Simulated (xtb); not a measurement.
C4H3S (SMILES [c-]1ccsc1), charge -1, singlet, geometry from GFN2-xTB; GFN0-xTB (xtb).

Here is a job for xtb.
```
$ xtb mol.xyz --gfn 0 --chrg -1 --ohess --json

# file mol.xyz
8

S     -0.00537468    -0.04815724     1.21841919
C      0.01986202     1.30772605    -0.16320033
C     -0.01696070    -1.17565525    -0.08708173
C      0.01720962     0.81295480    -1.37105401
C     -0.00405720    -0.62093181    -1.32562868
H      0.03299419     2.30566269     0.24093354
H     -0.03341327    -2.22952851     0.16092592
H     -0.00990838    -1.25018105    -2.21477794
```

The log (banner, timings and long lists left out):

```
   ID    Z sym.   atoms
    1   16 S      1
    2    6 C      2-5
    3    1 H      6-8

           -------------------------------------------------
          |                Calculation Setup                |
           -------------------------------------------------

           -------------------------------------------------
          |                 G F N 0 - x T B                 |
           -------------------------------------------------

          ...................................................
          :                      SETUP                      :
          :.................................................:
          :  # basis functions                  32          :
          :  # atomic orbitals                  31          :
          :  # shells                           17          :
          :  # electrons                        26          :
          :  electronic temp.          300.0000000     K    :
          :  accuracy                    1.0000000          :
          :  -> integral cutoff          0.2500000E+02      :
          :  -> integral neglect         0.1000000E-07      :
          ...................................................

         :::::::::::::::::::::::::::::::::::::::::::::::::::::
         ::                     SUMMARY                     ::
         :::::::::::::::::::::::::::::::::::::::::::::::::::::
         :: total energy             -14.723587111029 Eh    ::
         :: gradient norm              0.084900369723 Eh/a0 ::
         :: HOMO-LUMO gap              3.246678401178 eV    ::
         ::.................................................::
         :: H0 energy                -13.789462818058 Eh    ::
         :: repulsion energy           0.194927614311 Eh    ::
         :: electrostat energy        -1.126301558967 Eh    ::
         :: -> Gsolv                   0.000000000000 Eh    ::
         ::    -> Gsasa                0.000000000000 Eh    ::
         ::    -> Gshift               0.000000000000 Eh    ::
         :: dispersion energy         -0.002750348315 Eh    ::
         :: short-range corr.          0.000000000000 Eh    ::
         :: add. restraining           0.000000000000 Eh    ::
         :: total charge              -1.000000000000 e     ::
         :::::::::::::::::::::::::::::::::::::::::::::::::::::

      -----------------------------------------------------------
     |                   =====================                   |
     |                        A N C O P T                        |
     |                   =====================                   |
     |               Approximate Normal Coordinate               |
     |                Rational Function Optimizer                |
      -----------------------------------------------------------
      -----------------------------------------------------------
     |                   =====================                   |
     |                        A N C O P T                        |
     |                   =====================                   |
     |               Approximate Normal Coordinate               |
     |                Rational Function Optimizer                |
      -----------------------------------------------------------

          ...................................................
          :                      SETUP                      :
          :.................................................:
          :   optimization level            normal          :
          :   max. optcycles                   200          :
          :   ANC micro-cycles                  20          :
          :   degrees of freedom                18          :
          :.................................................:
          :   RF solver                   davidson          :
          :   write xtbopt.log                true          :
          :   linear?                        false          :
[...]
 * total energy  :   -14.7235871 Eh     change        0.0000000E+00 Eh
 * total energy  :   -14.7282560 Eh     change       -0.4668856E-02 Eh
 * total energy  :   -14.7321579 Eh     change       -0.3901893E-02 Eh
 * total energy  :   -14.7335794 Eh     change       -0.1421583E-02 Eh
 * total energy  :   -14.7339914 Eh     change       -0.4119599E-03 Eh
 * total energy  :   -14.7341147 Eh     change       -0.1232662E-03 Eh
 * total energy  :   -14.7341245 Eh     change       -0.9876625E-05 Eh
 * total energy  :   -14.7341286 Eh     change       -0.4074579E-05 Eh
   *** GEOMETRY OPTIMIZATION CONVERGED AFTER 8 ITERATIONS ***
         :: total energy             -14.734128619865 Eh    ::
[...]
 IR intensities (km·mol⁻¹)
   1:  7.65   2:  4.09   3: 11.50   4:  3.52   5:  8.71   6:  3.39   7:  0.48   8:  2.55
   9:  0.80  10:  3.10  11:  1.19  12:  2.69  13:  3.08  14:  0.72  15:  0.39  16:  2.33
  17:  0.01  18:  1.88  19:  0.04  20:  2.72  21:  8.69  22: 52.38  23:135.02  24: 15.19
 Raman intensities (Ä⁴*amu⁻¹)
   1:  0.00   2:  0.00   3:  0.00   4:  0.00   5:  0.00   6:  0.00   7:  0.00   8:  0.00
   9:  0.00  10:  0.00  11:  0.00  12:  0.00  13:  0.00  14:  0.00  15:  0.00  16:  0.00
  17:  0.00  18:  0.00  19:  0.00  20:  0.00  21:  0.00  22:  0.00  23:  0.00  24:  0.00
 output can be read by thermo (or use thermo option).
 writing <g98.out> molden fake output.
 recommended (thermochemical) frequency scaling factor: 1.0
           -------------------------------------------------
          |             Thermodynamic Functions             |
           -------------------------------------------------

cs  symmetry found (for desy threshold:  0.10E+00) used in thermo

          ...................................................
          :                      SETUP                      :
          :.................................................:
          :  # frequencies                          18      :
          :  # imaginary freq.                       0      :
          :  linear?                             false      :
          :  only rotor calc.                    false      :
          :  symmetry                               cs      :
          :  rotational number                       1      :
          :  scaling factor                  1.0000000      :
          :  rotor cutoff                   50.0000000 cm⁻¹ :
          :  imag. cutoff                  -20.0000000 cm⁻¹ :
          :.................................................:

    mode    ω/cm⁻¹     T·S(HO)/kcal·mol⁻¹    T·S(FR)/kcal·mol⁻¹   T·S(vib)
   ------------------------------------------------------------------------
   ------------------------------------------------------------------------

   temp. (K)  partition function   enthalpy   heat capacity  entropy
                                   cal/mol     cal/K/mol   cal/K/mol   J/K/mol
 298.15  VIB   1.59                  839.206      9.476      3.739
         ROT  0.718E+05              888.752      2.981     25.201
         INT  0.114E+06             1727.958     12.457     28.940
         TR   0.733E+27             1481.254      4.968     39.150
         TOT                        3209.2122    17.4251    68.0899   284.8880

       T/K    H(0)-H(T)+PV         H(T)/Eh          T*S/Eh         G(T)/Eh
   ------------------------------------------------------------------------
    298.15    0.511421E-02    0.560727E-01    0.323517E-01    0.237210E-01
   ------------------------------------------------------------------------

         :::::::::::::::::::::::::::::::::::::::::::::::::::::
         ::                  THERMODYNAMIC                  ::
         :::::::::::::::::::::::::::::::::::::::::::::::::::::
         :: total free energy         -14.710407576154 Eh   ::
         ::.................................................::
         :: total energy              -14.734128619865 Eh   ::
         :: zero point energy           0.050958530621 Eh   ::
         :: G(RRHO) w/o ZPVE           -0.027237486911 Eh   ::
         :: G(RRHO) contrib.            0.023721043710 Eh   ::
         :::::::::::::::::::::::::::::::::::::::::::::::::::::

optimized geometry written to: xtbopt.xyz

           -------------------------------------------------
          | TOTAL ENERGY              -14.734128619865 Eh   |
          | TOTAL ENTHALPY            -14.678055884102 Eh   |
          | TOTAL FREE ENERGY         -14.710407576154 Eh   |
          | GRADIENT NORM               0.000574077605 Eh/α |
          | HOMO-LUMO GAP               3.487746854320 eV   |
           -------------------------------------------------

normal termination of xtb
```
